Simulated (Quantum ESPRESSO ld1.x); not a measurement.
Question: The mean radii <r> (bohr) of the occupied orbitals of an atom or ion are listed with their occupations. Calculated with ld1.x of Quantum ESPRESSO 7.5: scalar-relativistic Kohn-Sham, LDA (Slater exchange, Perdew-Zunger correlation), spin-unpolarised, spherical densities, point nucleus.

| orbital | occ. | <r> |
|---|---|---|
| 1s | 2 | 0.02725 |
| 2s | 2 | 0.1173 |
| 2p | 6 | 0.1025 |
| 3s | 2 | 0.3146 |
| 3p | 6 | 0.3125 |
| 3d | 10 | 0.2888 |
| 4s | 2 | 0.7397 |
| 4p | 6 | 0.7915 |
| 4d | 10 | 0.9178 |
| 5s | 1 | 1.859 |
| 5p | 4 | 2.183 |

Name the element and its charge.

Answer: Z = 53, iodine, charge +2: I2+ in [Kr] 4d10 5s1 5p4. The 1s radius gives Z: for a bare nucleus <r> = (2 gamma + 1)/(2Z) with gamma = sqrt(1 - (Z/c)^2), 0.02683 bohr for Z = 53, and screening makes it slightly larger (0.02725 here). The occupations add up to 51, and the charge is Z minus that.
